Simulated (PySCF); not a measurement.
Cartesian coordinates in Å; atom numbers follow the order of the lines, from 1:
```xyz
11

O    -0.083    2.383   -0.141
C    -0.036    1.165   -0.077
C    -1.254    0.344   -0.089
C    -1.289   -1.005   -0.023
S     0.085   -2.043    0.090
C     1.376   -0.899    0.090
C     1.240    0.443    0.017
H    -2.193    0.899   -0.157
H    -2.235   -1.552   -0.036
H     2.360   -1.370    0.157
H     2.135    1.071    0.025
```

Geometry: PBE0-D3(BJ)/def2-SVP; GIAO absolute shieldings from PySCF 2.14.0 with density-fitted response routines, gas phase, non-relativistic, averaged over equivalent atoms.

At PBE0/pcSseg-1 (146 basis functions, 14 s wall time on 1 thread of an Arm Neoverse V2, shared host):
```tsv
atoms	σ (ppm)
O1	-255.8
C2	8.1
C4/C6	42.5
C3/C7	44.5
S5	376.0
H9/H10	24.01
H8/H11	24.36
```

**Question.** Estimate the result of repeating the calculation with wB97X-D/pcSseg-2.

**Answer.** 
```
 atoms  σ at wB97X-D/pcSseg-2  change
    O1                 -233.7   +22.1
    C2                   -2.4   -10.5
 C4/C6                   34.7    -7.8
 C3/C7                   39.4    -5.1
    S5                  359.3   -16.7
H9/H10                  23.80   -0.21
H8/H11                  24.33   -0.03
```

The largest change is at O1 (carbonyl oxygen). Cost: 315 basis functions, 65 s wall time on 1 thread of an Arm Neoverse V2, shared host. The order of the carbon signals is the same at both levels.
